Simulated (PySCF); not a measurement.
# One molecule, several mistakes: C2GeH8N cation

Calculated results; nothing here was measured. They come from PySCF 2.14.0, an open-source quantum chemistry program, on an isolated molecule that a program drew, which may never have been made. The molecule is C2GeH8N cation (charge +1, singlet), drawn as the SMILES string `[CH3][GeH+][CH2]N`.

Each row is a Hartree-Fock (HF) and frozen-core CCSD(T) single point in the cc-pVDZ basis, meant for a local HF minimum. Run 1 is clean. Each other run has one planted mistake out of seven kinds, and not every kind appears here: one electron removed, one electron added, multiplicity raised by two, geometry at a saddle point, minimal basis STO-3G, one bond length entered in bohr, all coordinates scaled. The reference is restricted for singlets and unrestricted otherwise, and also for a bond in bohr. Adding or removing an electron swaps singlet and doublet. Electrons count all cores. HOMO and LUMO are orbital energies over both spins, the gradient is its largest component, and the lowest frequency (negative if imaginary) is given only where the gradient is small. Bond lengths are over the 11 bonds as drawn. T1 is the CCSD diagnostic: over 0.02 (restricted) or 0.045 (unrestricted) a single reference is doubtful. Germanium has the cc-pVDZ-PP basis, with a core potential (ECP10MDF) in place of its 10 inner electrons, and its 3s, 3p and 3d shells are frozen in CCSD(T).

Geometry of the clean run:
```xyz
12
C2GeH8N cation, angstrom
C    -0.9357   -3.4141    0.3538
Ge    0.5906   -2.7376   -0.6020
C     1.3620   -0.9250   -0.3675
N     0.7485   -0.0519    0.5745
H    -1.6993   -3.7057   -0.3725
H    -0.6336   -4.3131    0.8983
H    -1.3357   -2.6736    1.0436
H     1.2265   -3.6958   -1.6034
H     1.3634   -0.4879   -1.3697
H     2.4135   -1.0967   -0.1218
H    -0.1821    0.2424    0.3472
H     0.8109   -0.3383    1.5328
```

```
run  electrons  basis functions  <S^2>  HOMO (eV)  LUMO (eV)  gradient (hartree/bohr)  lowest frequency (cm^-1)  mean bond (Å)  longest bond (Å)      T1  HF (hartree)  CCSD(T) (hartree)                     mistake
  1         58              105  0.000     -14.52      -4.86                  3.5e-05                        76         1.3020             1.984  0.0114    -427.95368         -428.55881                    no fault
  2         59              105  0.770      -6.42       2.71                  1.8e-02                         -         1.3020             1.984  0.0101    -428.16027         -428.78012          one electron added
  3         58              105  2.035     -11.45      -5.58                  4.9e-02                         -         1.3020             1.984  0.0269    -427.88558         -428.47806  multiplicity raised by two
  4         58              105  0.000     -14.55      -4.77                  4.5e-02                         -         1.2486             1.902  0.0105    -427.93335         -428.52849      all coordinates scaled
  5         57              105  0.766     -22.41     -10.49                  4.4e-02                         -         1.3020             1.984  0.0216    -427.49656         -428.06535                           ?
```

**Which mistake was planted in run 5, and what did it cost?**

It counts 57 electrons, one fewer than the clean run, at the same geometry and basis. So the mistake is: one electron removed. Subtracting run 1 and multiplying by 627.51 kcal/mol a hartree, the energy moved by 286.8 kcal/mol in HF and 309.7 kcal/mol in CCSD(T).

